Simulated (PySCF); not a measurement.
A structure optimised at PBE-D3(BJ)/def2-SVP, used in a PySCF frequency run:

```xyz
7

Zn     0.2009    -0.0956     0.0000
Br    -0.1341     2.1077     0.0000
O      0.5939    -1.8284     0.0000
Si    -0.3084    -3.2293     0.0000
H     -1.1988    -3.3296     1.2170
H      0.6290    -4.4053     0.0000
H     -1.1988    -3.3296    -1.2170
```
Charge 0, spin multiplicity 1.

**Question.** Write its SMILES, formula and point group.

**Answer.** [SiH3][O][Zn][Br], BrH3OSiZn, Cs

**Question.** What are its rotational constants (standard atomic weights)?

**Answer.** 27.222, 0.68118, 0.66981 GHz
